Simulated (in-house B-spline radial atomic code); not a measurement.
K. Computed with a B-spline radial atomic code. Model: all-electron spherical atom, spin shells full or empty, radial basis limit, no spin-orbit coupling, Breit or QED, empty-state partial waves extrapolated as (l+1/2)^-4, RPA, G0W0 and static COHSEX of the highest shell as one setting changes (uncorrelated shells keep exact exchange).

Given: element K; charge 0; filled core Ar; hamiltonian one-electron scalar X2C; mean-field start PBE0; highest l of empty states 9; nuclear rms radius 3.4349 fm; highest mean-field shell 4s up.

Shell: 4s 1 0 (electrons up and down).

| natural log step of frequency grid | RPA correlation energy (hartree) | G0W0 level (eV) | G0W0 minus most complete (meV) | RPA minus most complete (millihartree) | linearised minus solved G0W0 (meV) |
| --- | --- | --- | --- | --- | --- |
| 0.25 | -1.123 | -4.5915 | 0 | 0 | -22.1 |
| 0.4 | ? | ? | ? | ? | ? |
| 0.6 | -1.123 | -4.5915 | 0 | 0 | -22.1 |
| 0.9 | -1.123 | -4.5915 | 0 | 0 | -22.2 |
| 1.3 | -1.1223 | -4.593 | -1.5 | 0.8 | -21.7 |
| 1.8 | ? | ? | ? | ? | ? |
| 2.5 | -1.0662 | -4.5378 | 53.7 | 56.9 | -17.1 |
| 3.5 | -1.045 | -4.4673 | 124.2 | 78 | 6.5 |

Problem. What follows for natural log step of frequency grid = 1.8?

Solution. RPA correlation energy -1.1206 hartree; G0W0 level -4.5766 eV; G0W0 minus most complete 14.9 meV; RPA minus most complete 2.4 millihartree; linearised minus solved G0W0 -18.5 meV.

Problem. What follows for natural log step of frequency grid = 0.4?

Solution. RPA correlation energy -1.123 hartree; G0W0 level -4.5915 eV; G0W0 minus most complete 0 meV; RPA minus most complete 0 millihartree; linearised minus solved G0W0 -22.1 meV.
